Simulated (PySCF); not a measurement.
PySCF input for In(F)(Cl)(OMe) (CH₃ClFInO), SMILES [Cl][In]([F])[O]C, TDA-ωB97X/def2-SVPD. The structure is a stationary point at PBE0-D3(BJ)/def2-SVP. The structure was generated by enumeration; whether it is a known compound was not checked. The def2 effective core potentials stand for the cores of In; spin–orbit coupling is left out. Other conformers were not sampled.

```python
import numpy as np
from pyscf import gto, scf, dft, tdscf

mol = gto.M(
    atom='''
    In   -0.03213053   -0.21260047    0.27922399
    F    -0.13819812   -1.14573676    1.97792046
    Cl    0.44169952    2.06644240    0.28223647
    O    -0.37757370   -1.18878565   -1.40201372
    C    -0.19978257   -0.59455531   -2.66163364
    H     0.78236437   -0.85824231   -3.09542535
    H    -0.97927030   -0.97353572   -3.34504310
    H    -0.27452162    0.50892825   -2.65489930
    ''',
    basis='def2-SVPD',
    ecp={'In': 'def2-svp'},
    charge=0,
    spin=0,
    max_memory=1600,
    verbose=4,
)
mf = dft.RKS(mol, xc='wb97x').density_fit(auxbasis='def2-universal-jkfit')
mf.grids.level = 3
mf.conv_tol = 1e-9
mf.max_cycle = 100
mf.kernel()
mf.grids = dft.Grids(mol).set(level=1).build(with_non0tab=True)  # coarser grid for the response kernel
td = tdscf.TDA(mf)
td.singlet = True
td.nstates = 10
td.conv_tol = 1e-4
td.positive_eig_threshold = 1e-6
td.kernel(x0=td.get_init_guess(mf, 15))
td.analyze()
tt = tdscf.TDA(mf)
tt.singlet = False
tt.nstates = 4
tt.conv_tol = 1e-4
tt.positive_eig_threshold = 1e-6
tt.kernel(x0=tt.get_init_guess(mf, 9))
tt.analyze(verbose=3)
```

Program output:

```
PySCF version 2.14.0

[INPUT] verbose = 4
[INPUT] num. atoms = 8
[INPUT] num. electrons = 64
[INPUT] charge = 0
[INPUT] spin (= nelec alpha-beta = 2S) = 0
[INPUT] symmetry False subgroup None
[INPUT] Mole.unit = angstrom
[INPUT] Symbol           X                Y                Z      unit          X                Y                Z       unit  Magmom
[INPUT]  1 In    -0.032130530000  -0.212600470000   0.279223990000 AA   -0.060717901937  -0.401756662254   0.527656868508 Bohr   0.0
[INPUT]  2 F     -0.138198120000  -1.145736760000   1.977920460000 AA   -0.261156597730  -2.165128687247   3.737727965574 Bohr   0.0
[INPUT]  3 Cl     0.441699520000   2.066442400000   0.282236470000 AA    0.834691122152   3.905010188189   0.533349630664 Bohr   0.0
[INPUT]  4 O     -0.377573700000  -1.188785650000  -1.402013720000 AA   -0.713510884839  -2.246479299313  -2.649421953683 Bohr   0.0
[INPUT]  5 C     -0.199782570000  -0.594555310000  -2.661633640000 AA   -0.377534341762  -1.123546701806  -5.029758623529 Bohr   0.0
[INPUT]  6 H      0.782364370000  -0.858242310000  -3.095425350000 AA    1.478454388918  -1.621842914414  -5.849506150536 Bohr   0.0
[INPUT]  7 H     -0.979270300000  -0.973535720000  -3.345043100000 AA   -1.850552668921  -1.839715883281  -6.321215333866 Bohr   0.0
[INPUT]  8 H     -0.274521620000   0.508928250000  -2.654899300000 AA   -0.518770677072   0.961735009554  -5.017032565299 Bohr   0.0

nuclear repulsion = 324.794461169032
number of shells = 61
number of NR pGTOs = 238
number of NR cGTOs = 149
basis = def2-SVPD
ecp = {'In': 'def2-svp'}


[settings echo left out]
init E= -843.56541227954
  HOMO = -0.624324885032167  LUMO = -0.60978249185341  gap/eV = 0.39572
cycle= 1 E= -863.894539353744  delta_E= -20.3  |g|= 2.03  |ddm|= 14.1
  HOMO = -0.0980206696995629  LUMO = -0.0611315065682665  gap/eV = 1.00381
cycle= 2 E= -864.251422202307  delta_E= -0.357  |g|= 2.04  |ddm|= 8.67
  HOMO = -0.384349589952372  LUMO = -0.0549796854882203  gap/eV = 8.96261
cycle= 3 E= -865.048899623116  delta_E= -0.797  |g|= 0.342  |ddm|= 2.32
  HOMO = -0.379558930281289  LUMO = -0.0474056136229316  gap/eV = 9.03835
cycle= 4 E= -865.068576661506  delta_E= -0.0197  |g|= 0.236  |ddm|= 0.552
  HOMO = -0.400056668696334  LUMO = -0.0401002194899155  gap/eV = 9.79491
cycle= 5 E= -865.07953417824  delta_E= -0.011  |g|= 0.0304  |ddm|= 0.262
  HOMO = -0.39894770633252  LUMO = -0.0350811839637494  gap/eV = 9.90131
cycle= 6 E= -865.080107102874  delta_E= -0.000573  |g|= 0.0109  |ddm|= 0.0757
  HOMO = -0.400394917072273  LUMO = -0.0355316947664693  gap/eV = 9.92843
cycle= 7 E= -865.080224378203  delta_E= -0.000117  |g|= 0.00419  |ddm|= 0.0382
  HOMO = -0.399699060450753  LUMO = -0.0355423341574637  gap/eV = 9.90921
cycle= 8 E= -865.08024829287  delta_E= -2.39e-05  |g|= 0.00143  |ddm|= 0.0196
  HOMO = -0.399797852945596  LUMO = -0.035615301618161  gap/eV = 9.90991
cycle= 9 E= -865.080250839223  delta_E= -2.55e-06  |g|= 0.00111  |ddm|= 0.00702
  HOMO = -0.399575729929931  LUMO = -0.0356139270771215  gap/eV = 9.90391
cycle= 10 E= -865.080251274332  delta_E= -4.35e-07  |g|= 0.000318  |ddm|= 0.00207
  HOMO = -0.399615349661916  LUMO = -0.0356204140093746  gap/eV = 9.90481
cycle= 11 E= -865.080251326065  delta_E= -5.17e-08  |g|= 5.19e-05  |ddm|= 0.000859
  HOMO = -0.399619448088019  LUMO = -0.0356186589073947  gap/eV = 9.90497
cycle= 12 E= -865.080251329538  delta_E= -3.47e-09  |g|= 1.59e-05  |ddm|= 0.000242
  HOMO = -0.399621545968172  LUMO = -0.0356189822461958  gap/eV = 9.90501
cycle= 13 E= -865.080251329872  delta_E= -3.34e-10  |g|= 6.82e-06  |ddm|= 7.17e-05
  HOMO = -0.399620587882939  LUMO = -0.0356187026960394  gap/eV = 9.90500
Extra cycle  E= -865.08025132991  delta_E= -3.87e-11  |g|= 4.7e-06  |ddm|= 2.29e-05
converged SCF energy = -865.08025132991
tot grids = 37480
Overwritten attributes  positive_eig_threshold  of <class 'pyscf.tdscf.rks.TDA'>


******** <class 'pyscf.tdscf.rks.TDA'> for <class 'pyscf.df.df_jk.DFRKS'> ********
nstates = 10 singlet
deg_eia_thresh = 1.000e-03
wfnsym = None
conv_tol = 0.0001
eigh lindep = 1e-12
eigh level_shift = 0
eigh max_cycle = 100


Excitation energies (eV)
[4.63004843 5.35796944 5.80132221 5.88395848 6.56526365 6.79730131
 6.86318867 7.06795844 7.40278725 7.45556045]

** Singlet excitation energies and oscillator strengths **
Excited State   1:      4.63005 eV    267.78 nm  f=0.0072
      32 -> 33       -0.68176
      32 -> 37        0.10306
Excited State   2:      5.35797 eV    231.40 nm  f=0.0884
      31 -> 33       -0.63593
      32 -> 34        0.24478
Excited State   3:      5.80132 eV    213.72 nm  f=0.0183
      30 -> 33       -0.68683
      30 -> 36       -0.10533
Excited State   4:      5.88396 eV    210.72 nm  f=0.0188
      29 -> 33       -0.68713
Excited State   5:      6.56526 eV    188.85 nm  f=0.0053
      31 -> 34       -0.68676
Excited State   6:      6.79730 eV    182.40 nm  f=0.1331
      31 -> 33       -0.22417
      32 -> 34       -0.62751
Excited State   7:      6.86319 eV    180.65 nm  f=0.0495
      26 -> 33       -0.42698
      27 -> 33       -0.13224
      28 -> 33       -0.49351
      29 -> 34        0.10220
Excited State   8:      7.06796 eV    175.42 nm  f=0.0329
      26 -> 33        0.18590
      27 -> 33       -0.65224
Excited State   9:      7.40279 eV    167.48 nm  f=0.0010
      30 -> 34        0.69339
Excited State  10:      7.45556 eV    166.30 nm  f=0.0273
      26 -> 33       -0.37269
      27 -> 33       -0.10046
      28 -> 33        0.26392
      29 -> 34       -0.49805

** Transition electric dipole moments (AU) **
state          X           Y           Z        Dip. S.      Osc.
  1        -0.2381      0.0775     -0.0225      0.0632      0.0072
  2        -0.2078     -0.5606     -0.5624      0.6738      0.0884
  3         0.0104      0.1841     -0.3075      0.1285      0.0183
  4        -0.3576      0.0475      0.0153      0.1304      0.0188
  5        -0.1041      0.0765      0.1281      0.0331      0.0053
  6        -0.1091     -0.4228     -0.7803      0.7995      0.1331
  7         0.1038      0.4888      0.2107      0.2941      0.0495
  8         0.4258     -0.0942     -0.0071      0.1902      0.0329
  9        -0.0241     -0.0379     -0.0587      0.0055      0.0010
 10        -0.0176     -0.2617      0.2841      0.1495      0.0273

WARN: ECP detected. Skipping calculation of transition velocity and magnetic dipole moments, which have not yet been implemented.



******** <class 'pyscf.tdscf.rks.TDA'> for <class 'pyscf.df.df_jk.DFRKS'> ********
nstates = 4 triplet
deg_eia_thresh = 1.000e-03
wfnsym = None
conv_tol = 0.0001
eigh lindep = 1e-12
eigh level_shift = 0
eigh max_cycle = 100


Excitation energies (eV)
[4.25498379 4.46404875 5.38249489 5.51293997]

** Triplet excitation energies and oscillator strengths **
Excited State   1:      4.25498 eV    291.39 nm  f=0.0000
Excited State   2:      4.46405 eV    277.74 nm  f=0.0000
Excited State   3:      5.38249 eV    230.35 nm  f=0.0000
Excited State   4:      5.51294 eV    224.90 nm  f=0.0000
```

The calculation finished and met its thresholds.
